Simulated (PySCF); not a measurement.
## KS, CCSD(T): how much the basis matters

PySCF, UHF reference; doublet, unpaired electrons π ↑; De to K + S without counterpoise correction. Frozen cores follow the default of each basis and core potential.

| basis | relativity | functions | Re (Å) | ωe (cm⁻¹) | De (eV) | frozen orbitals |
| --- | --- | --- | --- | --- | --- | --- |
| x2c-SVPall | spin-free X2C | 42 | 2.862 | 250 | 1.91 | 10 |
| def2-SVPD | no relativity | 54 | 2.922 | 239 | 2.41 | 10 |
| x2c-TZVPPall | spin-free X2C | 75 | 2.853 | 256 | 2.38 | 10 |

**Question.** How does each smaller set differ from the one with most functions, x2c-TZVPPall?

**Answer.** x2c-SVPall: +0.9 pm, -2.3 % in ωe, -0.47 eV in De; def2-SVPD: +6.9 pm, -6.6 % in ωe, +0.03 eV in De. All at CCSD(T); the set with most functions is neither the basis-set limit nor always the best. The rows treat relativity differently, so the differences are not basis effects alone.

Correlated steps freeze 10 core orbitals. Correlated levels converge slowly with the basis: in double zeta they bind strong bonds too weakly, by up to about 1 eV, and carry superposition errors of some tenths. The state is the lowest determinant that a PBE0 search found; another state may lie lower at other levels.
